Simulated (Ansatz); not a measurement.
Basis-set extrapolation for C3H7ClSi, SMILES `[SiH3]/C=C\CCl` (PBE0-D4/def2-TZVP geometry, frozen core, Ansatz). Multiplicity 1, RHF reference.

```tsv
	def2-TZVPP	def2-QZVPP
HF	-866.153518	-866.180643
MP2 correlation	-0.810442	-0.870637
CCSD(T) correlation	-0.909589	not run
```

Energies in hartree. Use E(X) = E(∞) + A·exp(−7.88·√X) for Hartree–Fock and E(X) = E(∞) + B·X^(−2.97) for correlation, with X = 3 and 4, and add CCSD(T) minus MP2 of the smaller set to the MP2 limit.

**Question.** What is the CCSD(T) energy at the basis-set limit?

**Answer.** HF limit: -866.180643 + (-0.027125) × 0.13774 = -866.18438. MP2 limit: -0.870637 + (-0.060195) × 0.74074 = -0.91523. Higher-order term: -0.909589 − (-0.810442) = -0.09915. Total: -867.19876 hartree, 356.2 kJ/mol below CCSD(T)/def2-TZVPP.
